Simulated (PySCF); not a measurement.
MoO3, SMILES [Mo](=[O])(=[O])=[O], multiplicity 1.

Coordinates come from a B3LYP-D3(BJ)/def2-TZVP optimisation. The multiplicity is an assumed one; other spin states were not compared. The isomer is the one that the SMILES or the coordinates give; other isomers of the formula were not compared. The def2 effective core potentials stand for the cores of Mo; spin–orbit coupling is left out.

Method: B3LYP/def2-TZVPD (PySCF).

Symmetry labels are those of the subgroup Cs that the program uses (full group C3v).

Question: List the valence orbital energies around the gap with their symmetry. (An estimate is asked for; the answer gives what the named calculation found.)

Answer: 
```csv
orbital,symmetry,energy (eV)
HOMO−7,A",-12.23
HOMO−6,A",-11.54
HOMO−5,A',-11.54
HOMO−4,A',-11.46
HOMO−3,A',-9.53
HOMO−2,A',-9.08
HOMO−1,A",-9.08
HOMO,A",-8.86
LUMO,A',-5.18
LUMO+1,A',-2.89
LUMO+2,A",-2.89
LUMO+3,A',-0.79
```
